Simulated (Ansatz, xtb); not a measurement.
Two isomers of C2H7GeNSi

We compare I, `C#[C][GeH2][SiH2]N`, a singlet, with II, `C#C[Si@@H](N)[GeH3]`, a singlet. Both are isolated molecules in the gas phase, relaxed with B3LYP/def2-SVP; the shapes shown needn't be the lowest conformers.

I (Å):

```yaml
atoms:
  - { symbol: C, position_ang: [0.3034, -0.9039, -0.3066] }
  - { symbol: C, position_ang: [0.0342, 0.0575, 0.3911] }
  - { symbol: Ge, position_ang: [-0.4795, 1.5787, 1.4465] }
  - { symbol: N, position_ang: [-2.8176, 2.0558, -0.8665] }
  - { symbol: Si, position_ang: [-2.7534, 2.0897, 0.8687] }
  - { symbol: H, position_ang: [0.5555, -1.7544, -0.9137] }
  - { symbol: H, position_ang: [0.4983, 2.7225, 1.1040] }
  - { symbol: H, position_ang: [-0.2907, 1.1997, 2.9312] }
  - { symbol: H, position_ang: [-3.1269, 3.4581, 1.3335] }
  - { symbol: H, position_ang: [-3.6403, 1.1243, 1.6005] }
  - { symbol: H, position_ang: [-3.6524, 2.3697, -1.3538] }
  - { symbol: H, position_ang: [-2.3915, 1.2711, -1.3528] }
```

II (Å):

```yaml
atoms:
  - { symbol: C, position_ang: [-1.3191, -1.3018, 1.8093] }
  - { symbol: C, position_ang: [-1.4338, -0.1343, 1.4807] }
  - { symbol: Ge, position_ang: [-2.2842, 1.7226, -1.3505] }
  - { symbol: N, position_ang: [-0.1147, 2.4220, 1.1278] }
  - { symbol: Si, position_ang: [-1.6452, 1.6195, 0.9599] }
  - { symbol: H, position_ang: [-1.2148, -2.3321, 2.0979] }
  - { symbol: H, position_ang: [-2.7679, 2.1663, 1.7885] }
  - { symbol: H, position_ang: [0.0174, 3.3380, 0.7094] }
  - { symbol: H, position_ang: [0.3978, 2.3485, 2.0028] }
  - { symbol: H, position_ang: [-3.7119, 1.1717, -1.5586] }
  - { symbol: H, position_ang: [-1.3139, 0.9146, -2.2380] }
  - { symbol: H, position_ang: [-2.2714, 3.1884, -1.8487] }
```

Q: Estimate E(II) − E(I) at the level CCSD(T)/def2-SVP + ΔMP2/def2-TZVPP.

A: Calculated at CCSD(T)/def2-SVP + ΔMP2/def2-TZVPP: E(II) − E(I) = −4.3 kcal/mol, so structure II lies lower.

Level by level:

```csv
level,geometry,E(II) − E(I) (kcal/mol),departure from the last row (kcal/mol),"job, with rough time for the two"
GFN2-xTB,GFN2-xTB,+2.3,+6.6,"optimisation, 0.16 s"
HF/STO-3G,GFN2-xTB,−1.8,+2.5,"single point, 0.38 s"
r2SCAN-D4/def2-SVP,GFN2-xTB,−5.6,−1.3,"single point, 2.2 s"
B3LYP/def2-SVP,B3LYP/def2-SVP,−5.1,−0.9,"optimisation, 50 s"
HF/def2-SVP,B3LYP/def2-SVP,−4.7,−0.4,part of the CCSD(T) run
MP2/def2-SVP,B3LYP/def2-SVP,−4.6,−0.3,part of the CCSD(T) run
CCSD(T)/def2-SVP,B3LYP/def2-SVP,−4.6,−0.3,single point
CCSD(T)/def2-SVP + ΔMP2/def2-TZVPP,B3LYP/def2-SVP,−4.3,,"single point, 27 s"
```

As drawn, II has 1 C–Si, 1 Ge–H in place of 1 C–Ge, 1 Si–H.

GFN2-xTB puts the two in the other order. The largest departure from CCSD(T)/def2-SVP + ΔMP2/def2-TZVPP is that of GFN2-xTB, 6.6 kcal/mol. A small imaginary or near-zero mode remains, so no thermal terms are given. The last row adds to CCSD(T) the change of the MP2 difference between the two basis sets, here +0.3 kcal/mol.

The correlated steps freeze 17 core orbitals; the filled d shell of Ge is correlated, in a basis made for valence electrons. Programs: Ansatz 0.2.0, xtb 6.7.1; the last row on 2 threads of AMD EPYC 9R45 96-Core Processor (Zen 5) on a shared host.
